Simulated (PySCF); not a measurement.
Isomers of C6H9F2N, mass 133.070 u with the commonest isotopes. Level of theory: PBE0-D3(BJ)/def2-SVP geometry optimisation, gas phase in PySCF. One conformer each, none proved a minimum here; rigid rotors.

Question: Order these by radius of gyration √(Σ m r²/M), smallest first.
A. `[F:1][CH:2]([F:3])[C:4]1([C@H:5]2[CH2:6][NH:7]2)[CH2:8][CH2:9]1` with F1–C2–C4–C5 57°, C2–C4–C5–C6 91°
B. `[CH3:1][C@@H:2]1[CH2:3][N:4]=[C:5]([CH:6]([F:7])[F:8])[CH2:9]1` with N4–C5–C6–F7 122°, C1–C2–C3–N4 -96°, C2–C3–N4–C5 -15°, N4–C5–C9–C2 15°, C1–C2–C9–C5 98°
C. `[CH2:1]=[C:2]([F:3])/[C:4]([F:5])=[CH:6]\[N:7]([CH3:8])[CH3:9]` with C1–C2–C4–F5 -12°

Answer: A (1.955 Å), B (2.110 Å), C (2.164 Å).

Question: Order these by dipole moment, largest first.
A. `[CH2:1]=[C:2]([F:3])/[C:4]([F:5])=[CH:6]\[N:7]([CH3:8])[CH3:9]` with C1–C2–C4–F5 -12°
B. `[F:1][CH:2]([F:3])[C:4]1([C@H:5]2[CH2:6][NH:7]2)[CH2:8][CH2:9]1` with F1–C2–C4–C5 57°, C2–C4–C5–C6 91°
C. `[CH3:1][C@@H:2]1[CH2:3][N:4]=[C:5]([CH:6]([F:7])[F:8])[CH2:9]1` with N4–C5–C6–F7 122°, C1–C2–C3–N4 -96°, C2–C3–N4–C5 -15°, N4–C5–C9–C2 15°, C1–C2–C9–C5 98°

Answer: A (2.93 D), C (2.23 D), B (1.10 D).

Question: Order these by rotational constant C, largest first.
A. `[CH2:1]=[C:2]([F:3])/[C:4]([F:5])=[CH:6]\[N:7]([CH3:8])[CH3:9]` with C1–C2–C4–F5 -12°
B. `[CH3:1][C@@H:2]1[CH2:3][N:4]=[C:5]([CH:6]([F:7])[F:8])[CH2:9]1` with N4–C5–C6–F7 122°, C1–C2–C3–N4 -96°, C2–C3–N4–C5 -15°, N4–C5–C9–C2 15°, C1–C2–C9–C5 98°
C. `[F:1][CH:2]([F:3])[C:4]1([C@H:5]2[CH2:6][NH:7]2)[CH2:8][CH2:9]1` with F1–C2–C4–C5 57°, C2–C4–C5–C6 91°

Answer: C (1160 MHz), B (948.3 MHz), A (836.6 MHz).

```
               SMILES  point group  Ia (u·Å²)  Ib (u·Å²)  Ic (u·Å²)      κ  μa (D)  μb (D)  μc (D)
C[C@@H]1CN=C(C(F)F)C1           C1     162.17     489.59     532.94  -0.92    2.08    0.11    0.79
FC(F)C1([C@H]2CN2)CC1           C1     226.51     355.26     435.77  -0.51    0.86    0.43    0.54
  C=C(F)/C(F)=C\N(C)C           C1     190.76     451.83     604.05  -0.69    2.90    0.37    0.23
```
